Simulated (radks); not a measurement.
Results of a calculation; reference values are marked as such.
Spherical jellium clusters: N electrons in a uniform positive sphere of charge N and radius rs N^(1/3), rs = 4.31 bohr. Level of theory: non-relativistic Kohn-Sham, LDA (Slater exchange, Perdew-Wang correlation), spin-polarised, spherical densities (a radial shooting solver with Libxc functionals). Levels are named by radial order and angular momentum (1s, 1p, 1d, 2s, ...), and open shells are averaged over m.

N = 30, configuration 1s2 1p6 1d10 2s2 1f(up 7, down 3). This is the lowest configuration that the search found. Occupied and some empty levels:

| level | occupation | eigenvalue (eV) | <r> (bohr) |
|---|---|---|---|
| 1s up | 1 | -4.8708 | 7.950 |
| 1s down | 1 | -4.7676 | 7.615 |
| 1p up | 3 | -4.3150 | 9.506 |
| 1p down | 3 | -4.1628 | 9.364 |
| 1d up | 5 | -3.6267 | 10.47 |
| 1d down | 5 | -3.4533 | 10.44 |
| 2s up | 1 | -3.3314 | 8.219 |
| 2s down | 1 | -3.2460 | 8.437 |
| 1f up | 7 | -2.8119 | 11.24 |
| 1f down | 3 | -2.6326 | 11.26 |
| 2p up | 0 | -2.2939 | 9.524 |
| 2p down | 0 | -2.2125 | 9.599 |
| 1g up | 0 | -1.8885 | 11.94 |
| 1g down | 0 | -1.7134 | 12.02 |
| 2d up | 0 | -1.2802 | 11.34 |
| 2d down | 0 | -1.1937 | 11.42 |

Energy (eV): total -56.6729, kinetic 46.455, external -2176.5, Hartree 1080.5, exchange-correlation -104.34, background 1097.2.
